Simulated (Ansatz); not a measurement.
Job for Ansatz (an electronic-structure program): U-CCSD(T)/cc-pVDZ on H6 chain, a point of a bond scan (R = 0.800 Å).

Ansatz 0.2 input:
```yaml
crystal:
  periodic: [false, false, false]
  atoms:
    - {symbol: H, position_ang: [0.00000000, 0.00000000, 0.00000000]}
    - {symbol: H, position_ang: [0.00000000, 0.00000000, 0.80000000]}
    - {symbol: H, position_ang: [0.00000000, 0.00000000, 1.60000000]}
    - {symbol: H, position_ang: [0.00000000, 0.00000000, 2.40000000]}
    - {symbol: H, position_ang: [0.00000000, 0.00000000, 3.20000000]}
    - {symbol: H, position_ang: [0.00000000, 0.00000000, 4.00000000]}
basis:
  gaussian:
    orbitals: cc-pVDZ
correlation: {method: ccsd_t, electrons: outside_noble_gas}
scf: {omitted_lower_state_checks: [cluster_reference]}
magnetization: {spin_polarized: true, initial_magnetization: 0}
```

**Question.** Give the final energy of this run.

**Answer.** -3.3372 hartree (reference determinant -3.2099, T1 diagnostic 0.010).
